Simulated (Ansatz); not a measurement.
Geometry optimisation, Ansatz, RHF/def2-SVP.

Input:

```yaml
crystal:
  periodic: [false, false, false]
  atoms:
    - { symbol: Zr, position_ang: [0.061012, 0.424672, -0.583613] }
    - { symbol: "N", position_ang: [0.451257, 0.095199, 2.770789] }
    - { symbol: H, position_ang: [-0.357347, -0.122088, 3.329316] }
    - { symbol: H, position_ang: [1.276581, -0.060145, 3.327457] }
    - { symbol: F, position_ang: [1.476984, -0.841473, -0.616894] }
    - { symbol: Cl, position_ang: [-0.312066, 1.117868, -2.827724] }
    - { symbol: F, position_ang: [-1.630981, -0.238475, -0.01268] }
    - { symbol: "N", position_ang: [0.642236, 2.177547, 0.524187] }
    - { symbol: H, position_ang: [1.548111, 2.088137, 0.962633] }
    - { symbol: Si, position_ang: [0.041372, 3.813271, 0.520103] }
    - { symbol: H, position_ang: [-1.078511, 3.881045, -0.452801] }
    - { symbol: H, position_ang: [-0.470057, 4.224875, 1.854228] }
    - { symbol: H, position_ang: [1.103185, 4.77975, 0.1366] }
    - { symbol: H, position_ang: [0.407925, 1.091017, 2.509298] }
basis:
  gaussian: { orbitals: def2-SVP }
hamiltonian:
  xc: hf
relax:
  f_tol: 0.03
  max_steps: 50
```

Run as:

```bash
$ ansatz run input.yaml --threads 4 --pin off --max-ram 5120MiB --backend cpu --events-out ev --progress --plain --runs-dir out
```

Where does it end, and by what steps?

The forces met the threshold. After 22 steps the energy has fallen by 0.919 eV; H3 moved furthest, 1.22 Å. Joined: Zr1–N2 (3.39 → 2.46 Å).

```tsv
step	energy less start (eV)	largest force component (eV/Å)	accepted
0	0.0000	1.371	yes
1	-0.2557	1.797	yes
2	-0.4195	2.070	yes
3	-0.6371	2.065	yes
4	-0.7560	1.653	yes
5	-0.7989	0.980	yes
6	-0.8701	0.209	yes
7	-0.8771	0.140	yes
8	-0.8912	0.082	yes
9	-0.8974	0.164	yes
10	-0.9023	0.109	yes
11	-0.9077	0.162	yes
12	-0.9103	0.124	yes
13	-0.9122	0.103	yes
14	-0.9138	0.076	yes
15	-0.9150	0.099	yes
16	-0.9159	0.079	yes
17	-0.9168	0.126	yes
18	-0.9173	0.104	yes
19	-0.9180	0.090	yes
20	-0.9183	0.090	yes
21	-0.9187	0.056	yes
22	-0.9189	0.023	yes
```

```xyz
14
Properties=species:S:1:pos:R:3
Zr 0.208 0.553 -0.040
N 0.167 -0.038 2.349
H -0.193 -0.973 2.468
H 1.082 -0.019 2.771
F 1.642 -0.728 0.130
Cl 0.044 0.540 -2.457
F -1.668 0.297 0.337
N 0.872 2.432 0.420
H 1.877 2.513 0.497
Si 0.077 3.983 0.499
H -1.368 3.756 0.268
H 0.250 4.615 1.833
H 0.601 4.928 -0.515
H -0.432 0.574 2.880
```

Whether the end is a true minimum wasn't checked by a vibrational analysis.

The run took 65 s on 4 threads of Arm Neoverse V1 (shared host), peak memory 0.49 GiB.
